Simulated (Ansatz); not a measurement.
Spectroscopic constants of MgB+, multiplicity 3 (an upper state: multiplicity 1 came lower at CCSD(T)/def2-TZVPP on PBE0 minima).

Seven points along R, fitted to fifth degree in 1/R; most abundant isotopes. In def2 and cc sets the state is the lowest found near the PBE0 minimum, followed along R.

Run with Ansatz (Gaussian basis) for Hartree–Fock, density functionals and correlated methods. Values without a source in brackets are computed.

Energies at PBE0/def2-TZVPP:

```csv
R (Å),E (hartree)
2.084614,-224.33261121
2.140652,-224.33470628
2.192207,-224.33570365
2.250487,-224.33597793
2.308766,-224.33554688
2.376012,-224.33440140
2.454465,-224.33246395
```

Task: With a reduced mass of 7.5458 u, find the minimum, the force constant and the constants.

Result: A fifth-degree polynomial in 1/R puts the minimum at r_e = 2.2415 Å with force constant 94.0 N/m. Then ω_e = (1/2πc)√(k/μ) = 460 cm⁻¹ and B_e = h/(8π²cμr_e²) = 0.4446 cm⁻¹; the cubic and quartic terms give α_e = 0.0063 and ω_e x_e = 6.0 cm⁻¹.

Ansatz is a first-principles code.
